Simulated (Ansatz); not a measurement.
# Molecular dynamics of C₃H₁₀O₂Si

The input (input.yaml):

```yaml
crystal:
  periodic: [false, false, false]
  atoms:
    - { symbol: Si, position_ang: [-0.18449, 0.107291, 0.039105] }
    - { symbol: C, position_ang: [0.191733, 0.152508, 1.891945] }
    - { symbol: H, position_ang: [-0.708312, 0.390079, 2.452214] }
    - { symbol: H, position_ang: [0.571504, -0.798292, 2.257955] }
    - { symbol: H, position_ang: [0.937556, 0.913466, 2.104548] }
    - { symbol: O, position_ang: [1.25044, -0.19927, -0.82237] }
    - { symbol: C, position_ang: [2.232173, -1.224705, -0.708072] }
    - { symbol: H, position_ang: [1.87935, -2.149868, -1.158719] }
    - { symbol: H, position_ang: [3.116563, -0.893425, -1.237898] }
    - { symbol: H, position_ang: [2.498527, -1.417453, 0.331167] }
    - { symbol: H, position_ang: [-0.702594, 1.372247, -0.511619] }
    - { symbol: O, position_ang: [-1.399046, -1.04423, -0.264246] }
    - { symbol: C, position_ang: [-1.538874, -2.412252, 0.103537] }
    - { symbol: H, position_ang: [-1.272441, -2.581007, 1.146804] }
    - { symbol: H, position_ang: [-2.576479, -2.687079, -0.039454] }
    - { symbol: H, position_ang: [-0.91871, -3.047511, -0.524996] }
basis:
  gaussian: { orbitals: "6-31G" }
hamiltonian:
  xc: { name: BHLYP }
md:
  timestep: 0.5
  n_steps: 100
  ensemble: nve
  temperature: 500.0
  initial_velocities: maxwell_boltzmann
  seed: 24034
```

Launched with:

```bash
$ ansatz run input.yaml --threads 1 --pin off --max-ram 2048MiB --backend cpu --events-out ev --progress --plain --runs-dir out
```

It starts from a relaxed structure.

Output, in part (one step line in 4, the closing report, with atoms numbered from 0):

```
md step     0: t =     0.00 fs  T =   500.0 K  F+E_penalty+E_count = -15239.19916349 eV  E_kin = 0.904820 eV  conserved = -15238.29434349 eV  (27 SCF iters)
md step     4: t =     2.00 fs  T =   319.8 K  F+E_penalty+E_count = -15238.86829167 eV  E_kin = 0.578744 eV  conserved = -15238.28954735 eV  (32 SCF iters)
md step     8: t =     4.00 fs  T =   185.6 K  F+E_penalty+E_count = -15238.62489533 eV  E_kin = 0.335867 eV  conserved = -15238.28902823 eV  (32 SCF iters)
md step    12: t =     6.00 fs  T =   196.1 K  F+E_penalty+E_count = -15238.64652305 eV  E_kin = 0.354823 eV  conserved = -15238.29169965 eV  (33 SCF iters)
md step    16: t =     8.00 fs  T =   147.6 K  F+E_penalty+E_count = -15238.55517891 eV  E_kin = 0.267178 eV  conserved = -15238.28800044 eV  (28 SCF iters)
md step    20: t =    10.00 fs  T =   312.5 K  F+E_penalty+E_count = -15238.85824628 eV  E_kin = 0.565465 eV  conserved = -15238.29278157 eV  (33 SCF iters)
md step    24: t =    12.00 fs  T =   309.8 K  F+E_penalty+E_count = -15238.85146399 eV  E_kin = 0.560713 eV  conserved = -15238.29075103 eV  (33 SCF iters)
md step    28: t =    14.00 fs  T =   236.8 K  F+E_penalty+E_count = -15238.71760234 eV  E_kin = 0.428531 eV  conserved = -15238.28907109 eV  (33 SCF iters)
md step    32: t =    16.00 fs  T =   287.1 K  F+E_penalty+E_count = -15238.81120744 eV  E_kin = 0.519582 eV  conserved = -15238.29162514 eV  (32 SCF iters)
md step    36: t =    18.00 fs  T =   225.0 K  F+E_penalty+E_count = -15238.69672382 eV  E_kin = 0.407256 eV  conserved = -15238.28946804 eV  (33 SCF iters)
md step    40: t =    20.00 fs  T =   279.5 K  F+E_penalty+E_count = -15238.79667393 eV  E_kin = 0.505810 eV  conserved = -15238.29086391 eV  (32 SCF iters)
md step    44: t =    22.00 fs  T =   319.6 K  F+E_penalty+E_count = -15238.87039021 eV  E_kin = 0.578421 eV  conserved = -15238.29196872 eV  (33 SCF iters)
md step    48: t =    24.00 fs  T =   194.3 K  F+E_penalty+E_count = -15238.64023847 eV  E_kin = 0.351669 eV  conserved = -15238.28856988 eV  (33 SCF iters)
md step    52: t =    26.00 fs  T =   250.0 K  F+E_penalty+E_count = -15238.74308488 eV  E_kin = 0.452451 eV  conserved = -15238.29063382 eV  (28 SCF iters)
md step    56: t =    28.00 fs  T =   283.3 K  F+E_penalty+E_count = -15238.80409648 eV  E_kin = 0.512588 eV  conserved = -15238.29150885 eV  (33 SCF iters)
md step    60: t =    30.00 fs  T =   261.7 K  F+E_penalty+E_count = -15238.76334587 eV  E_kin = 0.473595 eV  conserved = -15238.28975083 eV  (33 SCF iters)
md step    64: t =    32.00 fs  T =   281.5 K  F+E_penalty+E_count = -15238.80172511 eV  E_kin = 0.509413 eV  conserved = -15238.29231210 eV  (32 SCF iters)
md step    68: t =    34.00 fs  T =   139.3 K  F+E_penalty+E_count = -15238.54065766 eV  E_kin = 0.252055 eV  conserved = -15238.28860298 eV  (33 SCF iters)
md step    72: t =    36.00 fs  T =   178.8 K  F+E_penalty+E_count = -15238.61338684 eV  E_kin = 0.323597 eV  conserved = -15238.28978991 eV  (33 SCF iters)
md step    76: t =    38.00 fs  T =   285.5 K  F+E_penalty+E_count = -15238.80849258 eV  E_kin = 0.516623 eV  conserved = -15238.29186914 eV  (33 SCF iters)
md step    80: t =    40.00 fs  T =   303.0 K  F+E_penalty+E_count = -15238.83729822 eV  E_kin = 0.548393 eV  conserved = -15238.28890473 eV  (33 SCF iters)
md step    84: t =    42.00 fs  T =   409.6 K  F+E_penalty+E_count = -15239.03456394 eV  E_kin = 0.741215 eV  conserved = -15238.29334928 eV  (32 SCF iters)
md step    88: t =    44.00 fs  T =   259.6 K  F+E_penalty+E_count = -15238.75978917 eV  E_kin = 0.469722 eV  conserved = -15238.29006704 eV  (28 SCF iters)
md step    92: t =    46.00 fs  T =   124.9 K  F+E_penalty+E_count = -15238.51466973 eV  E_kin = 0.226022 eV  conserved = -15238.28864767 eV  (33 SCF iters)
md step    96: t =    48.00 fs  T =   182.3 K  F+E_penalty+E_count = -15238.62102826 eV  E_kin = 0.329869 eV  conserved = -15238.29115884 eV  (32 SCF iters)
md step   100: t =    50.00 fs  T =   215.9 K  F+E_penalty+E_count = -15238.68006896 eV  E_kin = 0.390623 eV  conserved = -15238.28944625 eV  (28 SCF iters)
Total energy: -15238.68023314 eV, -560.0111694195 hartree
Atom 0 at    -0.229122     0.118467     0.011451 Å, force     0.762470     0.868847     1.616877 eV/Å
Atom 1 at     0.300059     0.132519     1.882430 Å, force     1.117641    -0.545217    -1.762643 eV/Å
Atom 2 at    -0.451540     0.629689     2.380620 Å, force    -1.722494     0.983047     1.427881 eV/Å
Atom 3 at     0.447244    -0.836461     2.307301 Å, force    -0.259485    -0.771472     0.156440 eV/Å
Atom 4 at     1.227760     0.647194     2.089264 Å, force     0.173697     0.373929    -0.418930 eV/Å
Atom 5 at     1.167361    -0.248789    -0.855862 Å, force     0.905699    -1.340024    -0.344148 eV/Å
Atom 6 at     2.214594    -1.256088    -0.571467 Å, force    -0.743942     1.220188    -2.575877 eV/Å
Atom 7 at     1.944175    -2.299339    -0.832032 Å, force     0.006540     0.966478     0.125054 eV/Å
Atom 8 at     3.043313    -0.873110    -1.160821 Å, force    -0.061207    -0.661480    -0.359517 eV/Å
Atom 9 at     2.547384    -1.155877     0.398477 Å, force     0.258326    -0.170976     2.460130 eV/Å
Atom 10 at    -0.757524     1.461119    -0.375895 Å, force     0.135754    -0.406553    -0.173388 eV/Å
Atom 11 at    -1.461756    -0.996661    -0.230117 Å, force    -0.460398    -0.121145     0.549183 eV/Å
Atom 12 at    -1.404168    -2.400002     0.030132 Å, force    -0.848786    -0.538319    -1.513345 eV/Å
Atom 13 at    -1.080594    -2.696848     1.030457 Å, force     0.369868     0.347280    -0.272881 eV/Å
Atom 14 at    -2.430237    -2.782042    -0.095261 Å, force     0.561716     0.176640     0.060959 eV/Å
Atom 15 at    -0.793942    -2.807423    -0.801405 Å, force    -0.195398    -0.381222     1.024207 eV/Å
Dipole moment:     0.316923    -0.429082     0.431557 e Å
```

All steps were run. The conserved energy stayed within 0.41 meV per atom of its start (net change 0.31 meV per atom), so the integration is sound. A run of 0.05 ps of so small a system gives no equilibrium averages. Limits of this set-up: no polarisation functions.

The same pairs are bonded in the first frame and the last. Pairs count as bonded within 1.25 times the sum of covalent radii (0.12 Å more for H–H).

Last frame:

```xyz
16
Properties=species:S:1:pos:R:3
Si -0.229 0.118 0.011
C 0.300 0.133 1.882
H -0.452 0.630 2.381
H 0.447 -0.837 2.307
H 1.228 0.647 2.089
O 1.167 -0.249 -0.856
C 2.215 -1.256 -0.572
H 1.944 -2.299 -0.832
H 3.043 -0.873 -1.161
H 2.547 -1.156 0.399
H -0.757 1.461 -0.376
O -1.462 -0.997 -0.230
C -1.404 -2.400 0.030
H -1.081 -2.697 1.030
H -2.430 -2.782 -0.095
H -0.794 -2.807 -0.801
```

Time of the run: 4.4 min on 1 thread of AMD EPYC 9R45 96-Core Processor (Zen 5), on a shared host, peak memory 0.21 GiB.
